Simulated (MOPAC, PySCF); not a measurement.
C₈H₁₈S₂, SMILES `CSCCCCCCSC`, neutral singlet in the gas phase. 

Cartesian coordinates (Å):
SMILES: CSCCCCCCSC
```xyz
28

C      3.7813     4.4945    -1.1679
S      3.6957     2.9121    -0.2768
C      1.9715     2.4467    -0.6693
C      1.6181     1.1095    -0.0245
C      0.1831     0.6696    -0.3204
C     -0.1831    -0.6696     0.3204
C     -1.6181    -1.1095     0.0246
C     -1.9715    -2.4467     0.6693
S     -3.6957    -2.9121     0.2768
C     -3.7813    -4.4945     1.1679
H      4.7918     4.8995    -1.0152
H      3.6152     4.3561    -2.2479
H      3.0478     5.2162    -0.7751
H      1.8560     2.3875    -1.7652
H      1.2942     3.2391    -0.3069
H      2.3231     0.3374    -0.3795
H      1.7657     1.1823     1.0673
H     -0.5195     1.4468     0.0312
H      0.0373     0.6029    -1.4139
H     -0.0373    -0.6029     1.4140
H      0.5195    -1.4468    -0.0312
H     -1.7657    -1.1823    -1.0672
H     -2.3231    -0.3374     0.3795
H     -1.2942    -3.2391     0.3069
H     -1.8560    -2.3875     1.7652
H     -3.0478    -5.2162     0.7751
H     -3.6152    -4.3561     2.2480
H     -4.7918    -4.8995     1.0152
```
Charge 0, spin multiplicity 1.

All levels are single points at this geometry (B3LYP-D3(BJ)/def2-SVP); Pople sets use spherical d functions. Orbital energies aren't observables, and empty levels follow the basis.

| level | HOMO (eV) | LUMO (eV) | gap (eV) | dipole (D) | vertical IE, Delta-SCF (eV) |
|---|---|---|---|---|---|
| ωB97X-D3(BJ)/def2-SVP in PySCF | -8.60 | 3.43 | 12.03 | 0.00 | 8.67 |
| B3LYP/LANL2DZ in PySCF | -5.87 | 1.30 | 7.17 | 0.00 | – |
| BP86/6-31G* in PySCF | -4.95 | 0.20 | 5.15 | 0.00 | – |
| HF/3-21G in PySCF | -9.18 | 5.53 | 14.71 | 0.00 | – |
| HF/STO-3G in PySCF | -6.59 | 12.20 | 18.79 | 0.00 | – |
| PM3 in MOPAC | -8.94 | 0.35 | 9.28 | 0.00 | – |
